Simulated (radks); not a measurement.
Values are calculated unless marked as measured or tabulated.
Charge is removed step by step from the 3s down level of the vanadium ion V2+, starting from [Ne] 3s(up 1, down 1) 3p6 3d3. Level of theory: scalar-relativistic Kohn-Sham, BLYP, spin-polarised, spherical densities, finite nucleus; open shells are filled with parallel spins first; Fermi nuclear charge, rms radius 3.6002 fm (a radial shooting solver on a logarithmic mesh with Libxc functionals).

| removed (e) | E - E(0) (eV) | eigenvalue (eV) | E minus straight line (eV) |
|---|---|---|---|
| 0 | 0.000 | -84.679 | 0.000 |
| 0.1 | 8.547 | -86.292 | -0.760 |
| 0.2 | 17.257 | -87.932 | -1.358 |
| 0.3 | 26.132 | -89.598 | -1.791 |
| 0.4 | 35.175 | -91.288 | -2.055 |
| 0.5 | 44.388 | -93.000 | -2.150 |
| 0.6 | 53.773 | -94.733 | -2.072 |
| 0.7 | 63.333 | -96.486 | -1.820 |
| 0.8 | 73.069 | -98.257 | -1.392 |
| 0.9 | 82.983 | -100.05 | -0.786 |
| 1 | 93.076 | -101.85 | 0.000 |

Removing the whole electron costs 93.076 eV by Delta-SCF, against 84.679 eV from minus the eigenvalue at the starting occupation. Slater's transition state (half an electron removed) gives 93.000 eV. Integrating minus the eigenvalue over the occupation (Janak's theorem) gives 93.088 eV. In this scalar-relativistic scheme the density is built from large components alone, so the theorem holds only approximately. The mean slope of the eigenvalue, de/dn, is 17.2 eV per electron.
